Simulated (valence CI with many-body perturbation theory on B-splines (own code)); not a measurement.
## Which ion has this spectrum?

A relativistic CI+MBPT calculation for an atom or ion with 5 electrons gives these levels (eV):

```tsv
J	Parity	E	g
1/2	odd	0.0	0.61
1/2	even	304.8	2.00
3/2	odd	1977.3	1.29
3/2	even	2193.0	1.61
5/2	even	2234.9	1.30
1/2	even	2315.5	1.27
3/2	even	2317.3	0.97
3/2	odd	2631.9	1.30
5/2	even	4187.9	1.41
1/2	even	4307.8	1.92
3/2	even	4308.3	1.16
3/2	odd	4554.4	1.43
5/2	odd	4576.9	1.15
1/2	odd	4641.0	0.61
```

The energies are calculated, and their last digits are not significant.

Which is it?
A. Au74+
B. Pb77+
C. Hg75+
D. Ir72+

A. Au74+, ground level (2s^2 2p1/2) J=1/2.
